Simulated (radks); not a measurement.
Ir, 77 electrons, occupied as [Xe] 4f14 5d7 6s2.

Method: Dirac Kohn-Sham, BLYP, spin-unpolarised, spherical densities, point nucleus; open shells fill j = l - 1/2 first; computed with a radial shooting solver on a logarithmic mesh with Libxc functionals.

Energy parts (eV):
part                       energy
total                  -485970.53
kinetic                 554029.54
electron-nucleus      -1219900.07
Hartree                 189421.74
exchange-correlation     -9521.75

Orbitals (lengths in bohr, moments of r in powers of bohr):
orbital	occ.	eigenvalue (eV)	<r^4>	<r^2>
1s1/2	2	-76028.18	4.806e-07	0.0004193
2s1/2	2	-13289.38	0.00007077	0.006357
2p1/2	2	-12729.19	0.00004231	0.004516
2p3/2	4	-11100.90	0.00006392	0.005709
3s1/2	2	-3107.428	0.002590	0.04138
3p1/2	2	-2856.749	0.002270	0.03783
3p3/2	4	-2500.235	0.003079	0.04431
3d3/2	4	-2082.143	0.002061	0.03413
3d5/2	6	-2005.110	0.002260	0.03590
4s1/2	2	-662.2737	0.05934	0.2024
4p1/2	2	-556.5700	0.06397	0.2074
4p3/2	4	-472.2074	0.08642	0.2412
4d3/2	4	-299.0876	0.1064	0.2579
4d5/2	6	-283.4340	0.1167	0.2702
4f5/2	6	-63.2547	0.2577	0.3463
4f7/2	8	-60.1354	0.2745	0.3567
5s1/2	2	-97.3873	1.690	1.075
5p1/2	2	-64.1978	2.504	1.284
5p3/2	4	-50.5847	3.636	1.539
5d3/2	4	-7.6031	23.87	3.420
5d5/2	3	-6.3888	30.11	3.787
6s1/2	2	-6.2235	159.6	9.793

The highest occupied level is 6s1/2 at -6.223 eV. For comparison, the ionisation energy in NIST's Atomic Spectra Database is 8.967 eV (measured). In exact Kohn-Sham theory the highest level is minus the ionisation energy, but local and semilocal functionals leave it too shallow, through self-interaction and a potential that decays too fast; potentials with the right tail come closer.

Beside tabulated values, note that spin-unpolarised runs miss the spin-polarisation part of the exchange energy of open shells.
